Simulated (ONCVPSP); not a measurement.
Transferability test, ONCV potential for Gd

```json
{"Element": "Gd (Z = 64)", "Generator": "ONCVPSP 4.0.1", "Type": "optimised norm-conserving Vanderbilt (ONCV)", "Functional": "PBEsol", "Relativity": "scalar-relativistic", "Frozen core": "[Kr]", "Valence charge": "28", "Reference configuration": "4d10 4f7 5s2 5p6 5d1 (charge +2)", "Partial waves": "5s: rc 1.40 bohr, ncon 4, nbas 9, qcut 5.4 1/bohr, 3 projectors, debl 1.6 Ha; 5p: rc 2.15 bohr, ncon 3, nbas 7, qcut 6.5 1/bohr, 3 projectors, debl 0.6 Ha; 4d+5d: rc 1.20 bohr, ncon 4, nbas 8, qcut 12.4 1/bohr, 2 projectors; 4f: rc 1.20 bohr, ncon 4, nbas 9, qcut 14.3 1/bohr, 2 projectors, debl 2.8 Ha", "Local potential": "polynomial inside 0.80 bohr (lpopt 3, dvloc0 -1 Ha)", "Core correction": "Teter function fitted to the true core (icmod 2), fcfact 0.4"}
```

In the s channel the program set the typed energies aside and used -2.335, 0.250, 1.850 Ha. In the p channel the program set the typed energies aside and used -1.507, 0.250, 0.850 Ha.

Energies are relative to the spin-unpolarised reference configuration 4d10 4f7 5s2 5p6 5d1; without spin polarisation the order of configurations can differ from experiment.

Q: Give the all-electron excitation energy and the error of the potential for: 4d10 4f7 5s2 5p6 5d1 6s2; 4d10 4f7 5s2 5p6 5d1 6s1; 4d10 4f7 5s2 5p6 5d0; 4d10 4f6 5s2 5p6 5d0.

A:

| valence configuration | charge | ΔE all-electron (eV) | error AE − PS (meV) |
| --- | --- | --- | --- |
| 4d10 4f7 5s2 5p6 5d1 6s2 | 0 | -18.721 | +4.5 |
| 4d10 4f7 5s2 5p6 5d1 6s1 | +1 | -12.046 | +3.0 |
| 4d10 4f7 5s2 5p6 5d0 | +3 | 19.792 | -2.5 |
| 4d10 4f6 5s2 5p6 5d0 | +4 | 63.332 | +190 |

Note: ghosts flagged at negative energy: s at -110.3 eV; GHOST(+) flagged for p at 69.8 eV. A true bound ghost makes a file unfit for plane-wave use.
